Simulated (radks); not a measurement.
Radial electron density D(r) = 4 pi r^2 rho(r) of an atom or ion with 25 electrons. All-electron calculation, non-relativistic Kohn-Sham, LDA (Slater exchange, Perdew-Wang correlation), spin-polarised, spherical densities, point nucleus. Program: a radial shooting solver on a logarithmic mesh with Libxc functionals.

| r (bohr) | D(r) (e/bohr) | spin D(r) |
|---|---|---|
| 0.003844 | 1.804 | 0.000818 |
| 0.005046 | 2.920 | 0.00132 |
| 0.006623 | 4.635 | 0.00209 |
| 0.008763 | 7.262 | 0.00325 |
| 0.0115 | 10.86 | 0.00480 |
| 0.0151 | 15.53 | 0.00671 |
| 0.01982 | 20.99 | 0.00867 |
| 0.02622 | 26.51 | 0.00999 |
| 0.03442 | 30.25 | 0.00944 |
| 0.04517 | 30.93 | 0.00609 |
| 0.05977 | 28.26 | 0.000737 |
| 0.07846 | 24.91 | -0.0000826 |
| 0.103 | 24.93 | 0.0184 |
| 0.1352 | 29.74 | 0.0829 |
| 0.1788 | 34.52 | 0.246 |
| 0.2348 | 31.47 | 0.586 |
| 0.3081 | 21.22 | 1.23 |
| 0.4077 | 13.54 | 2.25 |
| 0.5351 | 14.45 | 3.28 |
| 0.7024 | 16.63 | 3.68 |
| 0.922 | 13.36 | 3.16 |
| 1.22 | 7.173 | 2.19 |
| 1.601 | 3.095 | 1.43 |
| 2.102 | 1.378 | 0.943 |
| 2.781 | 0.6399 | 0.536 |
| 3.65 | 0.2367 | 0.214 |
| 4.791 | 0.05116 | 0.0480 |
| 6.289 | 0.005185 | 0.00496 |
| 8.321 | 0.0001771 | 0.000172 |

What is the nuclear charge?

Answer. Z = 26. The innermost maximum, from 1s, lies near 1/Z = 0.0385 bohr (found: 0.0414), and its height grows with Z. The density is that of the iron ion Fe+ in [Ar] 3d6 4s1; the configuration itself is not fixed sharply by these data, and Z only to about a unit. D(r) has 3 maxima, at r = 0.0414, 0.188, 0.697 bohr, and minima at 0.0899, 0.445 bohr, inside which lie 2.11, 10.69 electrons.
